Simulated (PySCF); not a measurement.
Vertical excitations of a molecule C4H10BN from TDDFT-PBE/def2-SVPD in PySCF 2.14.0, as energy in eV (oscillator strength): 5.19 (0.062), 5.82 (0.029), 5.86 (0.009), 6.28 (0.093), 6.44 (0.017), 6.61 (0.021), 6.73 (0.012), 6.84 (0.024), 6.92 (0.008), 7.19 (0.005). Lowest triplet (TDA): 4.04 eV. Geometry optimised at B3LYP-D3(BJ)/def2-SVP. The values are those of a single conformer.

Task: Which structure fits?
A. C/C=N/B(C)C
B. CC1CB(N)C1
C. C=CCB(C)N
D. C=CB(C)NC

Result: D, C=CB(C)NC
